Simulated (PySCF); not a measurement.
Fe (iron, neutral): UHF calculation

Configuration: [Ar] 3d8, high-spin 3F determinant (an excited configuration). Calculation: PySCF 2.14, in aug-cc-pwCVTZ (10s9p7d4f3g, 127 functions); no relativity, point nucleus.

```
Total energy                                     : -1262.180858 hartree
One-electron energy                              : -1752.3577 hartree
Hartree (Coulomb) energy                         : 544.6979 hartree
Exchange energy                                  : -54.5210 hartree
Kinetic energy                                   : 1262.16058 hartree
⟨S²⟩                                             : 2.0710
⟨L²⟩                                             : 12.045
Sum of ⟨r⟩                                       : 19.96 bohr
Sum of ⟨r²⟩                                      : 30.01 bohr²
Density at the nucleus (Gaussians lack the cusp) : 11800 bohr⁻³
Spin density at the nucleus                      : -0.367 bohr⁻³
Langevin diamagnetic susceptibility              : -23.8 ×10⁻⁶ cm³/mol
```

```tsv
shell	electrons	mean orbital energy (hartree)	spread (hartree)	rms radius, mean of both spins (bohr)
1s β	1	-261.06634	0	0.0684
1s α	1	-261.06577	0	0.0684
2s α	1	-31.62366	0	0.292
2s β	1	-31.56116	0	0.292
2p α	3	-27.10777	0	0.261
2p β	3	-27.04712	0	0.261
3s α	1	-3.92407	0	0.889
3s β	1	-3.73806	0	0.889
3p α	3	-2.54095	0	0.956
3p β	3	-2.31595	0	0.956
3d α	5	-0.29672	0.04533	1.67
3d β	3	-0.16866	0	1.67
```

⟨S²⟩ = 2.07 against 2.00 shows spin contamination.

Spin-orbit constants ζ (cm⁻¹) from the X2C one-electron operator on these orbitals (non-relativistic here): bare nucleus, nucleus screened by l(l+1)(2l+1)/3 electrons, and screened by the Breit-Pauli mean field of the electrons.

```json
{"shell": "2p", "bare": "68010", "screened nucleus": "62780", "mean field": "n/a"}
{"shell": "3p", "bare": "7894", "screened nucleus": "7286", "mean field": "n/a"}
{"shell": "3d", "bare": "650.2", "screened nucleus": "400.1", "mean field": "n/a"}
```

To first order the Landé constant is A = -200.1 cm⁻¹, so the lowest level has J = 4 and lies 0.0744 eV below the centre of the term. This holds in LS coupling only.
